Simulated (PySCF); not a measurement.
Run record: geometry optimisation, `C1[SiH2]C=CC=1Cl`.

Method: PBE0-D3(BJ)/def2-SVP geometry optimisation, gas phase (PySCF 2.14.0). Start geometry: GFN2-xTB. A driver script takes a list of jobs; this job's settings line and coordinates (Å) are shown.

Command:
```bash
OMP_NUM_THREADS=1 python probes_run.py task.json out
```

Input:
```
{"job": {"xc": "PBE0", "basis": "def2-SVP", "d3": "d3bj", "grid": 1, "shake": 0.01, "kind": "geom"}, "charge": 0, "multiplicity": 1}
Cl     2.997520     0.017060     0.326080
C      1.254760    -0.044850     0.135510
C      0.537880    -1.178730     0.103840
Si    -1.229880    -0.740000    -0.110380
C     -0.799390     1.081080    -0.150450
C      0.522520     1.217150    -0.002410
H      1.025710    -2.146320     0.207400
H     -2.067090    -1.100990     1.042880
H     -1.817870    -1.214350    -1.354250
H     -1.444650     1.940410    -0.239180
H      1.058600     2.143700     0.025290
```

Output:
```
step   0  E = -904.28607200  max force = 0.017453
step   1  E = -904.28927400  max force = 0.005183
step   2  E = -904.28939943  max force = 0.001735
step   3  E = -904.28941901  max force = 0.000774
step   4  E = -904.28942801  max force = 0.000216
optimisation converged
```

Energies in Eh; «max force» is the largest Cartesian gradient component in Eh/bohr.

How much energy does the optimisation release, in kcal/mol?

E(step 0) − E(last step) = 0.003356 Eh, which is 2.1 kcal/mol.

Give the first gradient maximum in eV/Å.

With 1 Eh/bohr = 51.422 eV/Å, 0.897 eV/Å.

Summary of the converged run: final energy -904.28943 Eh after 4 steps; dipole 1.11 D.

Estimate the wall time. Hardware: one thread of an Arm Neoverse V1, shared host with 32 logical CPUs at a one-minute load of 31. And the peak memory of the process?

About 28 s, with 0.51 GiB resident at the peak, the Python interpreter and its libraries included.
Labels such as C1 count atoms from 1, the log's own numbers from 0.
